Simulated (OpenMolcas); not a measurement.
N⁺: CASPT2 settings compared

```json
{
 "Program": "OpenMolcas 26.06",
 "Basis": "ANO-R1 [3s2p1d]",
 "Scalar Hamiltonian": "X2C, finite nucleus",
 "Active space": "2 electrons in 3 orbitals (2p)",
 "State averaging": "2S+1 = 3 even, 3 roots; 2S+1 = 1 even, 6 roots kept (CI in the orbitals of an earlier block)",
 "Spin-orbit coupling": "RASSI with atomic mean-field integrals over the reference wave functions, term energies averaged over their components"
}
```

Methods on the same reference wave functions:
A. CASSCF
B. SS-CASPT2, IPEA 0.3 Eh, sigma1 regulariser 0.5 Eh (closed shells correlated: 1s 2s)
C. XMS-CASPT2, IPEA 0.5 Eh, sigma2 regulariser 0.2 Eh (closed shells correlated: 1s 2s)
D. XMS-CASPT2, IPEA 0 Eh, real shift 0.3 Eh (closed shells correlated: 1s 2s)

Energies in eV above 2s2 2p2 3P0, the measured ground level; measured values from NIST Handbook of Basic Atomic Spectroscopic Data.

| Level | A | B | C | D | Measured |
| --- | --- | --- | --- | --- | --- |
| 2s2 2p2 3P0 | 0.0000 | 0.0000 | 0.0000 | 0.0000 | 0.0000 |
| 2s2 2p2 3P1 | 0.0059 | 0.0059 | 0.0059 | 0.0059 | 0.0060 |
| 2s2 2p2 3P2 | 0.0175 | 0.0175 | 0.0175 | 0.0175 | 0.0162 |
| 2s2 2p2 1D2 | 2.2355 | 2.065 | 2.058 | 2.091 | 1.8990 |
| 2s2 2p2 1S0 | 5.5713 | 4.652 | 4.663 | 4.852 | 4.0529 |

Deviations, from unrounded energies. A percentage is the sum of absolute deviations over the sum of measured energies, with the sign that they share, or ± where signs differ.

```csv
Against measurement,Levels,A,B,C,D
mean absolute deviation (cm-1),4,3700,1500,1600,2000
fine structure of the ground term (%),2,±6.4,±6.4,±6.4,±6.4
other terms of the ground configuration (%),2,+31.2,+12.9,+12.9,+16.7
```

B, C lie about equally close to measurement and A furthest from it. The largest miss of B in the table is 2s2 2p2 1S0, by +4800 cm-1. The ranking rests on the paired levels alone, and a cruder setting can come out closer through cancelling errors.

Among B to D the level of the table that moves most is 2s2 2p2 1S0, by 1600 cm-1 (lowest in B, highest in D). Moves below CASPT2's spread within the term are not significant.

The two smallest mean deviations differ by little beside CASPT2's spread within terms, so their order carries little weight.

From A to B the spin-free energies of the other terms of 2s2 2p2 shown, above 3P, scale by factors of 0.83 to 0.92.

The lowest spin-free term lies below A's lowest term by 0.057 hartree in B, 0.059 hartree in C, 0.065 hartree in D.

CASPT2 breaks the degeneracy within a term, and the mean is taken; among the terms shown or strongly mixed into the levels shown the widest spread is 330 cm-1 (2s2 2p2 1D, C). Terms from blocks run as CI alone lack orbitals of their own. With the s shell closed, the reference lacks s² → p² mixing. Without dynamic correlation excited terms often stand tens of per cent too high (terms of higher spin than the ground term too low), and those without a measured partner can miss by more than the paired ones (holds for A). Some terms miss by over 15 % even with CASPT2, which points to a basis or an active space too small for the shells correlated (holds for C; D). Computed and measured levels are paired by configuration, term and J; levels that our copy of the source lacks, or whose pairing is in doubt (as where it misses far off the trend of its configuration), stay unpaired and out of the deviations. Levels of configurations outside the active space are missing.
